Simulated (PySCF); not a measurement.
Identify the unknown among the candidates.

All candidates are C4H5FN2.

| technique | computed result |
| --- | --- |
| Dipole | 4.37 D [wB97X-D/def2-SVPD] |
| Polarisability | 59.5 au [wB97X-D/def2-SVPD] |
| UV, strongest line | among the 6 lowest singlet transitions: S2 at 6.62 eV (187 nm, f = 0.224) [TDDFT wB97X-D/def2-SVPD] |
| UV, first state | lowest singlet excitation: 6.25 eV (199 nm, f = 0.000) [TDDFT wB97X-D/def2-SVPD] |
| Rotational structure | rotational constants A, B, C: 7.062, 2.070, 1.617 GHz [PBE0-D3(BJ)/def2-SVP] |

The electronic properties come from PySCF, for the isolated species, density fitting. Levels stand in brackets. Geometry: PBE0-D3(BJ)/def2-SVP; no solvent, vibrations or thermal averaging.

Question: Which candidate is it?
A. `Cn1ccnc1F`
B. `Cc1cnc(F)[nH]1`
C. `Cn1nccc1F`

Answer: B. It is `Cc1cnc(F)[nH]1`. Numbering: `[CH3:1][c:2]1[cH:3][n:4][c:5]([F:6])[nH:7]1`. Its formula, C4H5FN2, gives 3 degrees of unsaturation: 1 ring and 2 π bonds in the structure found (Kekulé form). The optimised geometry has point group Cs and is an asymmetric top.

The others, at the same levels:
- `Cn1nccc1F` fails: its computed lowest singlet excitation is 6.80 eV (182 nm, f = 0.081) (against 6.25 eV), strongest line among the 6 lowest singlet transitions is S3/S4 at 7.11 eV (174 nm, f = 0.107 summed over these states) (against S2 at 6.62 eV) and rotational constant A is 4.041 GHz (against 7.062 GHz).
- `Cn1ccnc1F` fails: its computed lowest singlet excitation is 6.54 eV (189 nm, f = 0.016) (against 6.25 eV), rotational constant A is 4.080 GHz (against 7.062 GHz) and smallest rotational constant is 1.884 GHz (against 1.617 GHz).
